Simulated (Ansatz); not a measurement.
System: sum formula H$_{2}$BSeO, charge -1, multiplicity 1. It need not be the lowest isomer of its formula. Whether it binds its extra electron was not tested at this geometry. SMILES: OB[Se-]
Structure (B3LYP-D3(BJ)/def2-TZVP (Ansatz, a program for electronic structure) minimum search):
```xyz
5

B     -0.6198     0.5392    -0.8791
H     -1.3128     0.1527    -1.7895
O     -0.5164     1.9317    -0.8408
H      0.0527     2.1358    -0.0849
Se     0.2497    -0.6011     0.3822
```
Charge -1, spin multiplicity 1.

### Question
Give the harmonic wavenumbers at B3LYP-D3(BJ)/def2-TZVP (Ansatz, finite differences of forces, unscaled).

### Answer
323, 653, 656, 830, 997, 1146, 1215, 2490, 3716 cm⁻¹. Zero-point energy 17.2 kcal/mol.

### Question
From these and the geometry, give the ideal-gas thermochemistry at 298.15 K and 1 atm (rigid rotor, harmonic oscillator).

### Answer
Point group Cs, rotational symmetry number 1. Rotational constants 53.22, 3.744, 3.498 GHz. S(trans) 39.94, S(rot) 23.65, S(vib) 2.39, S(elec, spin only) 0.00, S 66.0 cal/(mol K). H(298) - H(0) 2.87 kcal/mol; G - E(el) 0.4 kcal/mol.
